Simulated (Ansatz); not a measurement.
Start from `C[C]1=[CH][AlH]1` and change one atom or group to get `F[C]1=[CH][AlH]1`.

Ansatz, PBE0-D4/def2-TZVP geometries, multiplicity 1. 

```json
{"property": "size of the dipole moment (PBE/def2-TZVPP) / D", "`C[C]1=[CH][AlH]1`": "0.60"}
{"property": "LUMO energy (PBE/def2-TZVPP) / eV", "`C[C]1=[CH][AlH]1`": "-1.43"}
{"property": "zero-point energy (PBE0-D4/def2-TZVP) / kJ/mol", "`C[C]1=[CH][AlH]1`": "169.0"}
{"property": "HOMO energy (B3LYP/def2-TZVPP) / eV", "`C[C]1=[CH][AlH]1`": "-6.18"}
{"property": "HOMO–LUMO gap (B3LYP/def2-TZVPP) / eV", "`C[C]1=[CH][AlH]1`": "5.31"}
{"property": "HOMO–LUMO gap (ωB97M-V/def2-TZVPP) / eV", "`C[C]1=[CH][AlH]1`": "9.41"}
```

Q: What does the change do to each property? (Best estimate.)

A: The calculation gave: 
| property | `F[C]1=[CH][AlH]1` | shift |
| --- | --- | --- |
| size of the dipole moment (PBE/def2-TZVPP) / D | 1.95 | 1.35 |
| LUMO energy (PBE/def2-TZVPP) / eV | -1.73 | -0.30 |
| zero-point energy (PBE0-D4/def2-TZVP) / kJ/mol | 76.8 | -92.2 |
| HOMO energy (B3LYP/def2-TZVPP) / eV | -7.15 | -0.97 |
| HOMO–LUMO gap (B3LYP/def2-TZVPP) / eV | 5.96 | 0.65 |
| HOMO–LUMO gap (ωB97M-V/def2-TZVPP) / eV | 10.17 | 0.76 |

With PBE0 the HOMO falls by 0.98 eV and the LUMO falls by 0.32 eV, so the gap widens by about 0.66 eV. PBE moves the HOMO by -0.83 eV and ωB97M-V by -1.03 eV. The zero-point energy changes by -92.2 kJ/mol with -9 modes. Dipoles are sizes alone; their direction can turn.

B3LYP here is the variant with VWN-RPA as its local correlation; programs differ in this.
